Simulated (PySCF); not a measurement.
# Worked example: oscillator strength and radiative lifetime

C3H7ClSi, SMILES C[SiH2]/C=C/Cl.

Geometry: r2SCAN-D4/def2-SVP. The structure was generated by enumeration; whether it is a known compound was not checked. The values are those of a single conformer.

TDDFT-M06-2X/def2-SVPD run with PySCF puts the first singlet state with f over 0.02 at 6.42 eV (vertical), with the transition dipole (1.577, 0.405, 0.290) in atomic units.

Q: Find the oscillator strength, the wavelength and the radiative lifetime that this transition would have in vacuum if emission retraced absorption.

A: 
|μ|² = 2.7351 au, so |μ| = 4.20 D. ΔE = 6.42/27.211 = 0.2359 hartree. f = (2/3) ΔE |μ|² = 0.430 (the program prints 0.431).
λ = 1239.84/6.42 = 193 nm; ν = 51781 cm⁻¹.
Einstein's coefficient A = 0.6670 ν² f s⁻¹ (ν in cm⁻¹) = 7.7e8 s⁻¹, so τ = 1/A = 1.3 ns. This state is S1. The figure is the radiative limit of this one transition; relaxation, internal conversion, crossing to triplets and a medium change what is measured.
